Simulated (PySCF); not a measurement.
AlHFBr, SMILES [F][AlH][Br].

Geometry optimised at ωB97X-D3(BJ)/def2-TZVP.

These are ωB97X-D3(BJ)/def2-TZVP in PySCF values and carry that method's errors.

Frequencies are harmonic and unscaled.

Computed normal modes with their intensities:
| mode | ν (cm⁻¹) | IR (km/mol) | moving atoms (share of kinetic energy) |
|---|---|---|---|
| 1 | 186 | 14.6 | F 60 %, Al 22 %, Br 17 % |
| 2 | 432 | 55.9 | Al 64 %, Br 25 % |
| 3 | 472 | 143.7 | H 77 %, Al 19 % |
| 4 | 659 | 164.9 | H 91 % |
| 5 | 856 | 169.8 | F 55 %, Al 44 % |
| 6 | 2042 | 119.8 | H 96 % |
